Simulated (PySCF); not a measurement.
## A search over the determinants of NbBr

Unrestricted PBE0; basis Nb def2-TZVPP with ECP28, Br def2-TZVPP; scalar-relativistic core potentials; PySCF 2.14. Outer shells of the fragments: Nb 4d4 5s1; Br 3d10 4s2 4p5.

Followed along the bond (rough minima from three points):

```csv
2Ms+1,unpaired,⟨S²⟩ at the start,R at minimum (Å),Te (eV)
5,"σ ↑↑, δ ↑↑",6.01,2.50,0.00
3,"σ ↑, π ↓, δ ↑↑",3.01,2.44,0.19
1,"π ↓, δ ↑",1.92,2.42,0.27
3,"σ ↑, π ↑↓, δ ↑",3.01,2.48,0.29
3,δ ↑↑,2.72,2.39,0.30
3,"σ ↑, π ↑↓, δ ↑",3.00,2.48,0.32
```

Solutions found at the starting distance of 2.475 Å, counted from the lowest of them; the search is not exhaustive and high or unbound solutions are not listed, so other states can lie among these:

```csv
2Ms+1,unpaired,term,E (eV),⟨S²⟩,⟨Lz²⟩,μ (D)
5,"σ ↑↑, δ ↑↑",⁵Σ⁻,0.00,6.01,0.00,-0.80
3,"σ ↑, π ↓, δ ↑↑",mixed,0.20,3.01,1.01,-4.38
1,"π ↓, δ ↑",mixed,0.28,1.92,5.41,-3.57
3,"σ ↑, π ↑↓, δ ↑",mixed,0.29,3.01,5.88,-4.12
3,"σ ↑, π ↑↓, δ ↑",mixed,0.32,3.00,5.99,-4.15
3,δ ↑↑,mixed,0.33,2.72,0.00,-0.63
```

A term symbol is given only where ⟨S²⟩ and ⟨Lz²⟩ are close to those of a pure state; real π, δ and φ orbitals otherwise mix terms. A positive dipole means Nb(−)Br(+).

Spin–orbit coupling is left out. The state is the lowest single determinant that the PBE0 search found; with open d or f shells the true ground state can be another one.
